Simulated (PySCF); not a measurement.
## NMR problem set

Computational details: B3LYP/pcJ-1 coupling constants, σ from GIAO-PBE0/pcSseg-1, geometry from GFN2-xTB, in PySCF (non-relativistic, one conformer, averaged over atoms made equivalent by symmetry, fast rotation or ring inversion, no solvent).

δ = σ(ref) − σ, references computed at the same level: ¹H and ¹³C against TMS. Multiplet labels drop J under 1 Hz and among equivalent protons, and merge close values. Unscaled 3J(H,H) run several per cent high. Splittings of carbon signals by F and P are missing where no couplings were computed. Where no couplings were computed, multiplicities follow the n + 1 count of equivalent neighbours, and m marks all less simple cases (inequivalent or close neighbours, rings, F or P nearby). Shifts are as computed. Against solution values, carbons near 30 ppm lie about +3 ppm off and those near 130 ppm about +5 ppm. Of 1211 compounds with measured shifts, 218 miss one by over three times the rms of a fit or turn the order of signals round; such compounds aren't used in these exercises.

**Question.** CH11O2PSi3. ¹H NMR (400 MHz, computed): δ 5.16 (s, 3H), 3.93 (s, 3H), 3.40 (m, 3H), 0.94 (m, 2H). ¹³C{¹H} NMR (computed): δ 53.0 (CH3). What is it?

**Answer.** SMILES CO[Si@@]([SiH3])(P)O[SiH3]. Carbon types of the structure: 1 × CH3, leaving 8 H on heteroatoms. δC 53.0: methyl carbon bonded to O; deshielded by the electronegative neighbour. δH 5.16: hydrogen on a silicon bonded to O. δH 3.93: hydrogen on a methyl carbon bonded to O; its carbon carries O, which withdraws density. δH 3.40: hydrogen on a silicon bonded to Si.

The data come from this structure; uniqueness wasn't tested.

**Question.** C6H5F3NP. ¹H NMR (600 MHz, computed): δ 9.32 (m, 1H), 9.07 (m, 1H), 3.30 (m, 3H). ¹³C{¹H} NMR (computed): δ 173.4 (C), 161.9 (CH), 153.7 (CH), 153.3 (C), 132.0 (C), 24.5 (CH3). Identify the compound.

**Answer.** SMILES CC1=PC=CN=C1C(F)(F)F. 6 carbon signals for 6 carbons: no two carbons are equivalent. Carbon types of the structure: 3 × C, 2 × CH, 1 × CH3, which accounts for all hydrogens. δC 153.7: aromatic CH next to a ring nitrogen; the adjacent pyridine-type nitrogen withdraws density from it. δC 132.0: CF3 carbon; 3 electronegative neighbours deshield it. δH 9.32: hydrogen on an aromatic CH next to a ring nitrogen; ring current plus the neighbouring ring nitrogen. δH 9.07: hydrogen on an aromatic CH; ring-current deshielding.

The shifts were computed for this structure.

**Question.** C4H2N2O. ¹H NMR (400 MHz, computed): δ 8.55 (d, J = 2.2 Hz, 1H), 7.14 (d, J = 2.2 Hz, 1H). ¹³C{¹H} NMR (computed): δ 154.1 (CH), 152.1 (C), 124.1 (CH), 114.1 (C). Give a structure.

**Answer.** SMILES c1c(C#N)onc1. Rings plus π bonds: 5 (1 ring in the answer). 4 carbon signals for 4 carbons: no two carbons are equivalent. Carbon types of the structure: 2 × C, 2 × CH, which accounts for all hydrogens. δC 154.1: aromatic CH next to a ring nitrogen; the adjacent pyridine-type nitrogen withdraws density from it. δC 124.1: aromatic CH. δC 114.1: nitrile carbon; C≡N carbons fall here, among the sp2 signals but without a proton. δH 8.55: hydrogen on an aromatic CH next to a ring nitrogen; ring current plus the neighbouring ring nitrogen.

The data come from this structure; uniqueness wasn't tested.
